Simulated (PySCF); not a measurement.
Xe (xenon, neutral) across methods

[Kr] 4d10 5s2 5p5 6s1, high-spin 3P determinant (an excited configuration). Computed with PySCF 2.14 in aug-cc-pVQZ-PP with one added diffuse shell each of s, p, d, f, g type with ECP28MDF (8s8p6d4f3g, 117 functions), with a scalar-relativistic core potential. The B2PLYP total includes its PT2 part (frozen core); its orbital energies are those of the SCF part.

```
   method  E (hartree)  mean ε 5p α (eV)  mean ε 5p β (eV)  mean ε 6s α (eV)  Σ⟨r²⟩ (bohr²)   ⟨S²⟩
      LDA    -328.6042           -12.371           -11.599            -2.343          85.18  2.001
    TPSSh    -328.9478           -13.058           -12.222            -2.274          87.84  2.003
      UHF   -328.00376           -17.209           -16.057            -3.431          93.40  2.010
      PBE    -329.0350           -12.308           -11.489            -2.222          86.66  2.003
   r2SCAN    -329.1674           -12.851           -11.960            -2.261          87.46  2.005
   B2PLYP    -328.7835           -14.933           -14.008            -2.866          89.27  2.004
CAM-B3LYP    -329.0593           -15.029           -14.236            -3.192          87.45  2.002
```

Estimate the same row for PBE0.

E (hartree) = -329.0641; mean ε 5p α (eV) = -13.755; mean ε 5p β (eV) = -12.866; mean ε 6s α (eV) = -2.611; Σ⟨r²⟩ (bohr²) = 87.42; ⟨S²⟩ = 2.004.

Energies and moments cover only the electrons outside the core potential. The outer electron is Rydberg-like, and this basis confines it to a smaller radius and binds it less than a complete one would.
